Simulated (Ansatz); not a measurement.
This geometry of CH7AlOSe (11 atoms, charge 0, multiplicity 1) is a first-order saddle point.

Method: RKS PBE-D4/def2-SVP in Ansatz.

```xyz
11
Properties=species:S:1:pos:R:3
Al -0.281 0.476 0.231
H 1.096 1.250 0.862
C -0.136 -0.192 -1.598
O -1.780 1.086 0.827
H 1.209 0.130 1.462
Se 0.679 -1.419 1.824
H 0.887 -0.547 -1.842
H -0.403 0.597 -2.331
H -0.837 -1.040 -1.749
H -1.906 1.622 1.623
H 1.472 -1.962 0.692
```

Question: Which two structures does it join? (They come from a converged band through this point; their orientation in space is the band's.)

Answer: Bonds broken: Al1–H2, H5–Se6. Bonds formed: H2–H5. CH7AlOSe becomes CH5AlOSe + H2.

Image 0:

```xyz
11
Properties=species:S:1:pos:R:3
Al -0.192 0.763 0.063
H 1.027 1.723 0.506
C -0.231 -0.194 -1.657
O -1.748 1.029 0.801
H 1.282 -0.769 2.610
Se 0.594 -1.484 1.504
H 0.753 -0.620 -1.949
H -0.529 0.501 -2.472
H -0.974 -1.020 -1.655
H -1.862 1.724 1.468
H 1.880 -1.653 0.780
```

Image 8:

```xyz
11
Properties=species:S:1:pos:R:3
Al -0.523 -0.102 0.369
H 1.433 1.604 0.472
C -0.085 -0.175 -1.530
O -1.676 1.074 0.874
H 1.614 1.019 0.946
Se 0.251 -1.658 1.955
H 0.940 -0.553 -1.721
H -0.176 0.835 -1.980
H -0.793 -0.841 -2.067
H -2.051 1.139 1.765
H 1.066 -2.341 0.917
```

Question: How far does it lie above each of them?

Answer: 0.248 eV above the first and 0.925 eV above the second. This is the barrier of this one path; another mechanism may lie lower. The orbitals stay closed-shell, which can raise the energy where a bond breaks towards radicals; this wasn't checked here.

Time of the run: 5.6 min on 2 threads of Arm Neoverse V2, with other jobs on the host, peak memory 0.15 GiB.
